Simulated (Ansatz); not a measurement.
`C[CH2][In][F]` radical. Total charge 0; spin multiplicity 2. In: def2 effective core potential. Geometry: relaxed with PBE0-D4/def2-TZVP. It is one conformer, not always the lowest.

```xyz
9

C    -0.699   -0.583   -0.304
C     0.165   -0.105    0.836
In    1.173    1.852    0.210
F     1.492    1.622   -1.742
H    -1.097   -1.582   -0.087
H    -0.142   -0.645   -1.241
H    -1.557    0.072   -0.472
H    -0.367    0.106    1.763
H     1.031   -0.738    1.036
```

(1) What is the dipole moment at ωB97M-V/def2-TZVPP? (An estimate is asked.)

(2) And with PBE, r2SCAN, B3LYP? (An estimate is asked.)

(3) Give the Mulliken charges with ωB97M-V, r2SCAN, PBE in def2-TZVPP. (Estimate.)

Answers

(1) The calculation gave: 3.44 D, with components (-1.02, -0.57, 3.23) D in this frame, pointing from negative to positive charge.

(2) Computed: PBE 3.32 D, r2SCAN 3.43 D, B3LYP 3.54 D.

(3) Computed: 
```tsv
atom	ωB97M-V	r2SCAN	PBE
C1	-0.30	-0.12	-0.25
C2	-0.41	-0.28	-0.32
In3	0.60	0.56	0.52
F4	-0.53	-0.52	-0.48
H5	0.11	0.05	0.09
H6	0.13	0.08	0.11
H7	0.10	0.05	0.09
H8	0.15	0.09	0.12
H9	0.14	0.09	0.12
```

B3LYP here is the variant with VWN-RPA as its local correlation; programs differ in this.
